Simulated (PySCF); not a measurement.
**C2H11Si4: g tensor and hyperfine couplings**

Compound: C2H11Si4 (doublet state).
Structure used (GFN2-xTB), in Å, numbered top down from 1:
```
atom  x, y, z in Å
C1    -3.2088   -1.0489    0.4527
C2    -2.3827   -0.1361    0.9431
Si3   -1.8404    1.4209    0.0348
Si4    0.1221    1.0997   -1.1357
Si5    2.2286    0.8483   -0.2386
Si6    3.2188   -1.2423   -0.0956
H7    -3.6868   -0.9188   -0.5055
H8    -3.4576   -1.9584    0.9793
H9    -1.9286   -0.3243    1.9101
H10   -2.9518    1.8386   -0.8326
H11   -1.6540    2.4620    1.0574
H12   -0.0872    0.0498   -2.1631
H13    3.1459    1.7358   -0.9842
H14    2.1929    1.4577    1.1058
H15    3.1220   -1.9228   -1.3901
H16    4.6369   -1.2570    0.2753
H17    2.5237   -2.0922    0.8760
```

The hyperfine couplings belong to this conformer and change with its torsions.

The species is `C=C[SiH2][SiH][SiH2][SiH3]` [radical].

Theory: UKS B3LYP, pcH-1 on C H Si, non-relativistic, mean-field spin-orbit, GIAO in PySCF. The structure is a single GFN2-xTB conformer in the gas phase; no vibrational or solvent corrections. Couplings are sensitive to structure, and on GFN2-xTB geometries they can be far from those on DFT ones, by a factor of two or more for some ions and for spin on atoms past the first row. No stability test was run, so a lower SCF solution isn't excluded.

```json
{
 "g1, g2, g3": "2.00219, 2.00503, 2.00675",
 "g_iso": "2.00465",
 "Form of g": "rhombic: the two nearest values differ by 38 % of g3 − g1",
 "⟨S²⟩": "0.7533 (exact 0.7500)",
 "α and β electrons": "40, 39",
 "Basis functions": "300"
}
```

Isotropic coupling and dipolar principal values T1 to T3, in MHz; ρ(0) is the spin density at the nucleus:

```tsv
atom	isotope	a_iso	of which spin–orbit	T1	T2	T3	Mulliken spin population	ρ(0) (bohr⁻³)
C1	13C	3.0	0.0	-3.4	-2.8	6.2	0.04	0.0026
C2	13C	33.6	0.0	-4.9	-2.0	6.9	0.00	0.0299
Si3	29Si	-6.8	0.0	-4.5	1.0	3.5	0.00	0.0077
Si4	29Si	-272.9	0.9	-169.5	84.2	85.3	0.96	0.3081
Si5	29Si	4.9	0.0	-2.5	0.5	2.0	-0.02	-0.0056
Si6	29Si	-37.6	0.0	-7.1	3.3	3.8	0.03	0.0424
H7	1H	-1.5	0.0	-1.4	0.2	1.2	0.00	-0.0003
H8	1H	1.4	0.0	-1.9	-0.7	2.6	0.00	0.0003
H9	1H	0.4	0.0	-2.0	-0.5	2.5	0.00	0.0001
H10	1H	1.2	0.0	-2.2	-1.1	3.3	0.00	0.0003
H11	1H	-3.4	0.0	-2.3	-1.2	3.5	0.00	-0.0008
H12	1H	-16.4	0.0	-10.1	2.2	7.9	-0.03	-0.0037
H13	1H	37.4	0.0	-2.4	-1.2	3.6	0.02	0.0084
H14	1H	4.8	0.0	-1.8	-1.3	3.1	0.00	0.0011
H15	1H	-1.6	0.0	-1.0	-0.6	1.6	0.00	-0.0003
H16	1H	12.7	0.0	-0.9	-0.3	1.2	0.01	0.0028
H17	1H	-1.0	0.0	-1.1	-0.5	1.6	0.00	-0.0002
```

The largest Mulliken spin population is on Si4 (+0.96). The angles at Si4 add up to 344.5°, so it is pyramidal.

Under fast tumbling the dipolar parts average out, and these isotropic splittings remain: 2 × 1H (H13/H14, I = 1/2, 3 lines) with 0.75 mT, 1 × 1H (H12, I = 1/2, 2 lines) with 0.59 mT, 3 × 1H (H15/H16/H17, I = 1/2, 4 lines) with 0.12 mT, 1 × 1H (H7, I = 1/2, 2 lines) with 0.05 mT, 1 × 1H (H8, I = 1/2, 2 lines) with 0.05 mT and 2 × 1H (H10/H11, I = 1/2, 3 lines) with 0.04 mT.

Means are taken over nuclei equivalent by connectivity, which assumes that they swap fast. The three 1H nuclei of mean +3.4 MHz run from -1.6 to 12.7 MHz in the frozen geometry. The 1H value of +21.1 MHz is a mean of couplings from 4.8 to 37.4 MHz in this one geometry, not an average over conformers.

The 29Si coupling of Si4 (-272.9 MHz) shows only in satellite lines or after enrichment, since that isotope makes up about 4.7 % of natural silicon.

The 13C coupling of C2 (33.6 MHz) shows only in satellite lines or after enrichment, since that isotope makes up about 1.07 % of natural carbon.
